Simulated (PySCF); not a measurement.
# From computed data to an observable: oscillator strength and radiative lifetime

CH2InNO3, SMILES C(=O)=[N][In]([OH])[OH].

Coordinates come from a B3LYP-D3(BJ)/def2-SVP optimisation. The structure was generated by enumeration; whether it is a known compound was not checked. The def2 effective core potentials stand for the cores of In; spin–orbit coupling is left out. Other conformers were not sampled.

TDDFT-CAM-B3LYP/def2-SVPD in PySCF 2.14.0 puts the first singlet state with f over 0.02 at 5.49 eV (vertical), with the transition dipole (0.459, -0.464, 0.000) in atomic units.

Problem. Find the oscillator strength, the wavelength and the radiative lifetime that this transition would have in vacuum if emission retraced absorption.

Solution. 
|μ|² = 0.4260 au, so |μ| = 1.66 D. ΔE = 5.49/27.211 = 0.2018 hartree. f = (2/3) ΔE |μ|² = 0.057 (the program prints 0.057).
λ = 1239.84/5.49 = 226 nm; ν = 44280 cm⁻¹.
Einstein's coefficient A = 0.6670 ν² f s⁻¹ (ν in cm⁻¹) = 7.5e7 s⁻¹, so τ = 1/A = 13 ns. This state is S3; the lower singlets have f = 0.001, 0.001. The figure is the radiative limit of this one transition; relaxation, internal conversion, crossing to triplets and a medium change what is measured.
